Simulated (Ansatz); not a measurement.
Species: 1,1-difluoropropylsilane, C₃H₈F₂Si (charge 0, singlet). 
Coordinates optimised at B3LYP-D3(BJ)/def2-TZVP (Ansatz, an electronic-structure program):
```
C
F 1 1.3897
F 1 1.3897 2 105.44
C 1 1.5145 2 109.12 3 117.09
H 4 1.0931 1 107.43 2 179.98
H 4 1.0931 5 106.90 1 115.05
C 4 1.5275 5 110.58 6 120.42
H 7 1.0895 4 111.01 5 60.69
H 7 1.0895 8 108.22 4 -122.06
H 7 1.0904 8 108.21 9 -117.04
Si 1 1.9253 2 107.93 3 -115.16
H 11 1.4763 1 108.45 2 56.75
H 11 1.4794 12 110.84 1 -118.84
H 11 1.4794 12 110.84 13 -122.31
```
Charge 0, spin multiplicity 1.

Total electronic energies in hartree. Correlated levels leave the core frozen unless marked. No spin-orbit coupling. No relativistic terms. CBS marks a two-point X^-3 extrapolation of the correlation energy; Hartree-Fock from the larger set.

| level | program | energy (Eh) |
|---|---|---|
| HF/aug-cc-pV(T+d)Z | Ansatz | -606.20325 |
| RI-HF/aug-cc-pV(Q+d)Z | Ansatz | -606.22675 |
| B3LYP-D4/def2-TZVPD | Ansatz + dftd4 | -608.49418 |
| B2GP-PLYP-D3(BJ)/def2-TZVPD | Ansatz + dftd3 | -608.01267 |
| B2GP-PLYP/def2-TZVPD | Ansatz | -608.00628 |
| PBE-QIDH/def2-TZVPD | Ansatz | -607.85841 |
| MP2/aug-cc-pV(T+d)Z | Ansatz | -607.37361 |
| RI-MP2/cc-pV(T+d)Z | Ansatz | -607.34311 |
| SCS-MP2/6-31G* | Ansatz | -606.84165 |
| SCS-MP2/cc-pVTZ | Ansatz | -607.33724 |
| SCS-MP2/cc-pwCVTZ | Ansatz | -607.36371 |
| CCSD/cc-pwCVTZ | Ansatz | -607.41394 |
| CCSD(T)/6-31G* | Ansatz | -606.93277 |
| CCSD(T) with core electrons (1s frozen past Ne)/cc-pwCVTZ | Ansatz | -607.97206 |
| CCSD(T)/CBS(cc-pV(T+d)Z,cc-pV(Q+d)Z) | Ansatz | -607.6078 |

Totals of different functionals don't rank their quality; only differences between species are comparable.
